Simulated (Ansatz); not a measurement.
`CBB(N)Br` at its PBE0-D4/def2-TZVP geometry, where that method's forces vanish. Charge 0, multiplicity 1.

```tsv
atom	x (Å)	y (Å)	z (Å)
C1	-1.2192	-1.2987	0.2448
B2	-0.7291	-0.0029	-0.4696
B3	0.8302	0.5897	-0.3607
N4	1.4684	1.4667	0.4978
Br5	1.8954	-0.1982	-1.8116
H6	-1.8115	-0.9324	1.1005
H7	-1.9164	-1.8932	-0.3509
H8	-0.4379	-1.9421	0.6522
H9	-1.5149	0.5781	-1.1723
H10	2.4396	1.7165	0.4071
H11	0.9953	1.9165	1.2627
```

Task: For each bond, give half the difference of the two atoms' forces along it (eV/Å; positive pushes the atoms apart) under PBE-D4, r2SCAN-D4, B3LYP-D4, ωB97M-V in def2-TZVPP. (Estimate.)

Result: Ansatz gave: 
| bond | length (Å) | PBE-D4 | r2SCAN-D4 | B3LYP-D4 | ωB97M-V |
| --- | --- | --- | --- | --- | --- |
| C1–B2 | 1.559 | -0.02 | 0.04 | 0.11 | 0.10 |
| C1–H6 | 1.103 | 0.15 | 0.00 | -0.04 | -0.05 |
| C1–H7 | 1.093 | 0.13 | -0.02 | -0.04 | -0.07 |
| C1–H8 | 1.091 | 0.12 | -0.01 | -0.03 | -0.06 |
| B2–B3 | 1.672 | -0.25 | -0.14 | -0.11 | 0.00 |
| B2–H9 | 1.204 | 0.12 | -0.01 | -0.12 | -0.17 |
| B3–N4 | 1.383 | 0.15 | 0.12 | 0.05 | 0.10 |
| B3–Br5 | 1.965 | 0.11 | 0.12 | 0.22 | 0.04 |
| N4–H10 | 1.007 | 0.18 | -0.03 | 0.00 | -0.05 |
| N4–H11 | 1.006 | 0.18 | -0.02 | -0.02 | -0.06 |

B3LYP here is the variant with VWN-RPA as its local correlation; programs differ in this.
